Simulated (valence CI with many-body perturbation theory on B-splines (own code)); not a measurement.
**Sm31+: what the settings do**

Calculated by valence CI with perturbative core correlation (CI+MBPT): three valence electrons over a frozen Dirac-Fock core [Ar] 3d10, radial functions for each j: 6 s, 6 p, 5 d, 3 f, 1 g, with the one-electron correlation potential Σ1, the two-electron term Σ2, the three-electron term Σ3, Breit, model QED; selected CI, second order for the rest (own B-spline code, finite nucleus).

No measured spectrum was set against this ion. As an estimate, large intervals hold to a few tenths of a per cent, small ones and those within an open d or f shell to about a per cent.

The reference run has the lowest level (4s^2 4p1/2) J=1/2 and an ionisation energy of 1227.74 eV. Its largest variational space holds 2813 state functions.

Levels are named by their leading jj configuration (3d3/2^4 stands for four electrons in 3d with j = 3/2), which in mixed levels can hold well under half, so a name can repeat and another be missing. Letters in brackets count levels of one name in rising energy.

Changed runs:
A. natural orbitals for correlation on → off
B. screening of Σ1 on → off; core polarisation of operators on → off
C. Breit term on → off; QED terms on → off
D. Davidson tolerance 2e-05 → 0.03 (bad on purpose)

Excitation energies of the reference run in cm⁻¹, and shifts in cm⁻¹:

```
                     Level  Reference      A      B      C     D
        (4s^2 4p3/2) J=3/2     303903   -8.9    +90  +3369  +1.0
        (4s 4p1/2^2) J=1/2     544517   -151   +8.8  +1362  +0.4
(4s 4p1/2 4p3/2) J=3/2 [a]     777546   -517    +92  +4512  -0.2
    (4s 4p1/2 4p3/2) J=5/2     825989   -222    +95  +4870  -0.2
(4s 4p1/2 4p3/2) J=3/2 [b]     898888   +145    +96  +4770  -0.2
    (4s 4p1/2 4p3/2) J=1/2     924623   +314    +92  +4411  +1.6
        (4s 4p3/2^2) J=5/2    1105980   -316   +175  +7911  -0.2
        (4s 4p3/2^2) J=3/2    1217770   +234   +136  +7054  -0.2
        (4s 4p3/2^2) J=1/2    1229150   +638   +182  +7692  +1.4
        (4s^2 4d3/2) J=3/2    1291740   +688   +111  +6834  -0.2
        (4s^2 4d5/2) J=5/2    1333960   +580    +98  +7543  -0.2
     (4p1/2^2 4p3/2) J=3/2    1458630   +3.8    +98  +5912  -0.2
    Ionisation energy (eV)    1227.74  -0.07  +0.09  +1.19     0
```
